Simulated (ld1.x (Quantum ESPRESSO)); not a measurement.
The numbers below are computed, except where a source is named.
**Pseudopotentials across the periodic table**

Generated with ld1.x 7.5 (TM, RRKJ, ultrasoft, PAW), atompaw 4.2 or ONCVPSP 4.0.1. The cutoff is in Ry: for ld1.x and atompaw files where the sum of valence levels is converged to 10 mRy in a Bessel basis, for ONCV files where the hardest occupied wave has 1 mHa per electron of residual kinetic energy. The error is the largest all-electron minus pseudo excitation energy over each file’s own four to seven test configurations (ionisations up to +4, promotions, holes and added fractions of an electron), all of which were solved. The labels leave out finer settings (local radius, basis sizes, second energies), which also bear on the numbers. Spin-polarised tests are not counted. The rows are a selection from randomly drawn settings: files with unsolved tests, undetermined cutoffs or missed reference levels are left out.

A true bound ghost makes a file unfit for plane-wave use even where its test errors are small: the radial tests pick states by their node count and pass the ghost by.

| element | potential | cutoff (Ry) | largest error (meV) | bound ghosts |
| --- | --- | --- | --- | --- |
| Be | PAW, PBEsol, scalar-relativistic, rc 2.40/2.80/2.50 (spd), local smoothed, core correction yes, reference 2s1.75 2p0.25 | 6 | -3.3 | none |
| Ne | RRKJ, PBE, scalar-relativistic, rc 0.70/0.75/0.80 (spd), local smoothed, core correction no, reference 2s2 2p4 | 200 | +142 | none |
| Ti | PAW, PBE, scalar-relativistic, rc 2.95/3.70/2.70 (spd), local smoothed, core correction yes, reference 3d2 4s2 4p0 | 12 | -706 | none |
| Cu | ultrasoft, LDA (PZ), scalar-relativistic, rc 2.20/2.50/1.65 (spd), local smoothed, core correction yes, reference 3d10 4s0.75 4p0 | 40 | -592 | none |
| In | TM, PBE, scalar-relativistic, rc 1.65/2.35/2.86 (spd), local d, core correction no, reference 5s2 5p0 | 30 | +246 | s, p |
| Pt | PAW, PBE, scalar-relativistic, rc 2.55/2.55/2.40 (spd), local smoothed, core correction yes, reference 5d8 6s0 6p0 | 18 | +101 | none |

(1) Fill in the row for Xe: TM, LDA (PZ), fully relativistic, rc 1.40/1.70 (sp), local s, core correction no, reference 5s2 5p6.

## Answers

(1) cutoff 70 Ry, largest error +189 meV, bound ghosts: none.
